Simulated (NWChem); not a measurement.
AlH$_{3}$; SMILES [AlH3]

Program: NWChem. Pople sets run with spherical d functions. All runs use the structure optimised with PBE0/def2-SVP. Static field.

```json
[
 {"level": "PBE/6-31G*", "basis functions": "24", "isotropic polarisability (bohr³)": "24.2", "anisotropy (bohr³)": "10.3", "relative time": "1"},
 {"level": "PBE/6-31+G*", "basis functions": "28", "isotropic polarisability (bohr³)": "26.0", "anisotropy (bohr³)": "12.9", "relative time": "1"},
 {"level": "PBE/def2-SVP", "basis functions": "33", "isotropic polarisability (bohr³)": "27.4", "anisotropy (bohr³)": "13.4", "relative time": "1"},
 {"level": "PBE/def2-SVPD", "basis functions": "48", "isotropic polarisability (bohr³)": "33.9", "anisotropy (bohr³)": "7.2", "relative time": "2"},
 {"level": "PBE/def2-TZVP", "basis functions": "55", "isotropic polarisability (bohr³)": "31.0", "anisotropy (bohr³)": "7.6", "relative time": "3"},
 {"level": "PBE/aug-cc-pVDZ", "basis functions": "54", "isotropic polarisability (bohr³)": "34.5", "anisotropy (bohr³)": "7.9", "relative time": "5"},
 {"level": "PBE/def2-TZVPD", "basis functions": "70", "isotropic polarisability (bohr³)": "34.3", "anisotropy (bohr³)": "8.0", "relative time": "4"},
 {"level": "PBE/aug-cc-pVTZ", "basis functions": "119", "isotropic polarisability (bohr³)": "34.5", "anisotropy (bohr³)": "8.0", "relative time": "20"}
]
```

Relative times are rough (shared machine, one core).
